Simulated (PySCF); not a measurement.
Isomers of C2H2N2O. Isolated molecules, 0 K electronic values unless said otherwise. One relaxed conformer stands for each flexible species; it need not be the lowest. Strings in code marks are SMILES.

Calculation: PBE-D3(BJ)/def2-TZVP run with PySCF. All candidates: neutral, multiplicity 1. Excitations are Tamm–Dancoff values on a coarser integration grid. The basis has no diffuse functions, so Rydberg states are missing or too high.

```json
{
  "HOMO–LUMO gap": "4.42 eV",
  "brightest of the four lowest singlets (TDA)": "5.79 eV",
  "HOMO": "-7.15 eV"
}
```

**Question.** Say which member has these values.
A. `N=C=NC=O`
B. `N#CNC=O`
C. `[H]/N=C/OC#N`
D. `N#C/N=C/O`

**Answer.** D, `N#C/N=C/O`. The others give `N=C=NC=O`: 3.90 eV, 6.01 eV, -6.53 eV; `N#CNC=O`: 4.89 eV, 6.06 eV, -7.18 eV; `[H]/N=C/OC#N`: 5.27 eV, 5.91 eV, -7.50 eV
